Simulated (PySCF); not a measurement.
# Electron correlation in Cl⁺ (chlorine, charge +1)

[Ne] 3s2 3p3 4s1, 4s spin antiparallel (an excited configuration). Calculation: PySCF 2.14, in aug-cc-pVQZ-DK; the spin-free X2C one-electron Hamiltonian (Gaussian nucleus). Frozen: [Ne]; 6 electrons correlated.

MP2 pair energies summed by pair of shells (mhartree):

| pair | energy | share (%) |
| --- | --- | --- |
| 3s-3p | -67.88 | 57.5 |
| 3p-3p | -22.96 | 19.5 |
| 3p-4s | -11.78 | 10.0 |
| 3s-3s | -10.98 | 9.3 |
| 3s-4s | -4.42 | 3.7 |

Total MP2 correlation energy: -118.02 mhartree.

Same-spin part -30.04 and opposite-spin part -87.98 mhartree; SCS-MP2 scales them by 1/3 and 6/5 to -115.59 mhartree.
